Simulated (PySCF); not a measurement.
Structure with atom numbers: `[CH3:1][c:2]1[c:3]([Cl:4])[cH:5][n:6][n:7]1[SiH3:8]`. Each H is labelled by its parent atom.

How the numbers were obtained: shielding tensors at PBE0/pcSseg-1 (GIAO), GFN2-xTB structure, in PySCF 2.14.0 with density-fitted response routines (fast rotation and ring inversion assumed for equivalent nuclei, isolated molecule, non-relativistic Hamiltonian, single conformer).

Task: Predict the 2D correlation tables (HSQC, COSY, HMBC).

Result: 

HSQC (one-bond C–H):
| δH | δC |
| --- | --- |
| 7.56 (H(C5)) | 145.9 (C5) |
| 2.48 (H(C1)) | 10.8 (C1) |

HMBC (two and three bonds, from the bond graph):
| δH | δC |
| --- | --- |
| 7.56 (H(C5)) | 146.0 (C2), 122.9 (C3) |
| 5.21 (H(Si8)) | 146.0 (C2) |
| 2.48 (H(C1)) | 146.0 (C2), 122.9 (C3) |

No COSY cross peaks are expected.

Shifts are taken against calculated references (same method and geometry level): TMS for $^{1}$H and $^{13}$C.

Carbons that carry Cl, above all several Cl atoms, come out too deshielded, partly because spin–orbit coupling is missing. Shifts are as computed. Against solution values, carbons near 30 ppm lie about +3 ppm off and those near 130 ppm about +5 ppm; carbons on Cl a further +6 ppm. Of 1309 compounds with measured shifts, 239 miss one by over three times the rms of a fit or turn the order of signals round; such compounds aren't used in these exercises.
